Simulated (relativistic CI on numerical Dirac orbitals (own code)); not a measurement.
How well does a small relativistic CI reproduce Fe II?

Computed by Dirac-Coulomb-Breit CI, separate exchange-only KLI orbitals for each configuration, QED by a radiative potential, valence Slater integrals scaled by 0.85, P86 correlation energy added to each configuration (own radial code, finite nucleus).

Configuration list (outside the closed core [Ar]): 3d6.4s, 3d7, 3d5.4s2, 3d6.4p, 3d5.4s.4p, 3d6.4d, 3d6.4f, 3d6.5s, 3d6.5p, 3d6.6s, 3d4.4s.4p2, 3d6.6p, 3d4.4s2.4p. Levels of other configurations are missing.

```csv
Configuration,Term (tabulated),J,Measured (cm⁻¹),Computed,Error,Purity (%)
3d6.4s,a 6D,9/2,0.0,0,0,100
3d6.4s,a 6D,7/2,384.8,374,-11,100
3d6.4s,a 6D,5/2,667.7,650,-18,100
3d6.4s,a 6D,3/2,862.6,841,-21,100
3d6.4s,a 6D,1/2,977.1,953,-24,100
3d7,a 4F,9/2,1872.6,7994,6121,99
3d7,a 4F,7/2,2430.1,8506,6075,99
3d7,a 4F,5/2,2837.9,8883,6045,99
3d7,a 4F,3/2,3117.5,9142,6025,99
3d6.4s,a 4D,7/2,7955.3,9538,1583,99
3d6.4s,a 4D,5/2,8391.9,9966,1574,99
3d6.4s,a 4D,3/2,8680.5,10251,1571,99
3d6.4s,a 4D,1/2,8846.8,10416,1569,99
3d7,a 4P,5/2,13474.4,19745,6270,60
3d7,a 4P,3/2,13673.2,20186,6513,69
3d7,a 4P,1/2,13904.8,20480,6575,73
3d7,a 2G,9/2,15844.6,21791,5946,96
3d7,a 2G,7/2,16369.4,22259,5890,97
3d7,a 2P,3/2,18360.6,25452,7092,64
3d7,a 2P,1/2,18886.8,26143,7256,77
3d7,a 2H,11/2,20340.3,26928,6588,56
3d7,a 2H,9/2,20805.8,27286,6480,61
3d6.4s,b 4P,5/2,20830.6,23204,2374,61
3d6.4s,a 4H,13/2,21251.6,20197,-1055,100
3d6.4s,a 4H,11/2,21430.4,20375,-1055,99
3d6.4s,a 4H,9/2,21581.6,20526,-1056,99
3d6.4s,a 4H,7/2,21711.9,20650,-1062,99
3d6.4s,b 4P,3/2,21812.1,23921,2108,71
3d6.4s,b 4P,1/2,22409.9,24390,1980,74
3d6.4s,b 4F,9/2,22637.2,22940,303,95
3d6.4s,b 4F,7/2,22810.4,23111,301,95
3d6.4s,b 4F,5/2,22939.4,23251,311,97
3d6.4s,b 4F,3/2,23031.3,23354,323,99
3d5.4s2,a 6S,5/2,23317.6,23992,675,99
3d6.4s,a 4G,11/2,25428.8,24927,-502,78
3d6.4s,a 4G,9/2,25805.3,25316,-489,88
3d6.4s,a 4G,7/2,25981.6,25507,-474,95
3d6.4s,a 4G,5/2,26055.4,25586,-469,97
3d6.4s,b 2H,9/2,26352.8,25635,-718,56
3d6.4s,b 2P,1/2,26932.7,29750,2817,75
3d6.4s,a 2F,7/2,27314.9,28439,1125,93
3d6.4s,a 2F,5/2,27620.4,28751,1130,96
3d6.4s,b 2G,9/2,30388.5,31002,614,97
3d6.4s,b 2G,7/2,30764.5,31393,628,95
3d6.4s,b 4D,3/2,31364.4,31935,571,99
3d6.4s,b 4D,1/2,31368.5,31940,572,99
3d6.4s,b 4D,5/2,31387.9,31959,571,99
3d6.4s,b 4D,7/2,31483.2,32044,560,99
3d7,b 2F,5/2,31811.8,39091,7279,91
3d7,b 2F,7/2,31999.0,39254,7255,91
3d6.4s,a 2I,13/2,32875.6,31403,-1473,100
3d6.4s,a 2I,11/2,32909.9,31445,-1465,99
3d6.4s,c 2G,9/2,33466.5,32932,-534,98
3d6.4s,c 2G,7/2,33501.3,32969,-532,97
3d6.4s,b 2D,3/2,36126.4,37813,1687,96
3d6.4s,b 2D,5/2,36252.9,37830,1577,97
3d6.4s,a 2S,1/2,37227.3,37651,423,98
3d6.4s,c 2D,5/2,38164.2,40222,2058,96
3d6.4s,c 2D,3/2,38214.5,40229,2014,97
3d6.4p,z 6D°,9/2,38459.0,36363,-2096,99
3d6.4p,z 6D°,7/2,38660.0,36571,-2089,98
3d6.4p,z 6D°,5/2,38859.0,36769,-2090,98
3d6.4p,z 6D°,3/2,39013.2,36921,-2093,99
3d6.4p,z 6D°,1/2,39109.3,37015,-2094,99
3d6.4p,z 6F°,11/2,41968.0,39828,-2140,99
3d6.4p,z 6F°,9/2,42114.8,40006,-2109,98
3d6.4p,z 6F°,7/2,42237.0,40132,-2105,79
3d6.4p,z 6F°,5/2,42334.8,40250,-2085,98
3d6.4p,z 6F°,3/2,42401.3,40323,-2079,99
3d6.4p,z 6F°,1/2,42439.8,40364,-2075,99
```

Measured levels from NIST Handbook of Basic Atomic Spectroscopic Data (Sansonetti and Martin, J. Phys. Chem. Ref. Data 34, 1559 (2005)); pairs were made by configuration, J and term (by order where the table uses no LS term), so strongly mixed levels may be paired wrongly.

Mean error by configuration (cm⁻¹): 3d6.4s 462; 3d7 6494; 3d5.4s2 675; 3d6.4p -2096. Over the excited levels the mean absolute error is 2354 cm⁻¹ (127 of the 132 excited levels that our extract of the source holds in range could be paired, and the others can miss by more), and the median relative error of those above 1,000 cm⁻¹ is 5 %.

Transition probabilities of persistent lines. The last column rescales the computed rate by the cube of measured over computed energy:

```csv
λ measured (Å),Lower,Upper,A tabulated (s⁻¹),A computed,A rescaled
2343.50 air,3d6.4s a 6D_9/2,3d6.4p z 6P°_7/2,1.73e+08,1.61e+08,1.92e+08
2382.04 air,3d6.4s a 6D_9/2,3d6.4p z 6F°_11/2,3.13e+08,3.41e+08,3.99e+08
2395.63 air,3d6.4s a 6D_7/2,3d6.4p z 6F°_9/2,2.67e+08,2.91e+08,3.40e+08
2404.89 air,3d6.4s a 6D_5/2,3d6.4p z 6F°_7/2,2.05e+08,1.46e+08,1.70e+08
2493.26 air,3d6.4s a 4H_13/2,3d6.4p z 4I°_15/2,3.40e+08,3.12e+08,3.69e+08
2585.88 air,3d6.4s a 6D_9/2,3d6.4p z 6D°_7/2,8.61e+07,8.62e+07,1.02e+08
2598.37 air,3d6.4s a 6D_7/2,3d6.4p z 6D°_5/2,1.42e+08,1.40e+08,1.65e+08
2599.40 air,3d6.4s a 6D_9/2,3d6.4p z 6D°_9/2,2.36e+08,2.36e+08,2.79e+08
2607.09 air,3d6.4s a 6D_5/2,3d6.4p z 6D°_3/2,1.74e+08,1.78e+08,2.11e+08
2611.87 air,3d6.4s a 6D_7/2,3d6.4p z 6D°_7/2,1.23e+08,1.21e+08,1.43e+08
2739.55 air,3d6.4s a 4D_7/2,3d6.4p z 4D°_7/2,1.90e+08,2.15e+08,2.76e+08
2749.32 air,3d6.4s a 4D_5/2,3d6.4p z 4F°_7/2,2.10e+08,2.06e+08,2.66e+08
2755.74 air,3d6.4s a 4D_7/2,3d6.4p z 4F°_9/2,2.10e+08,2.10e+08,2.72e+08
```
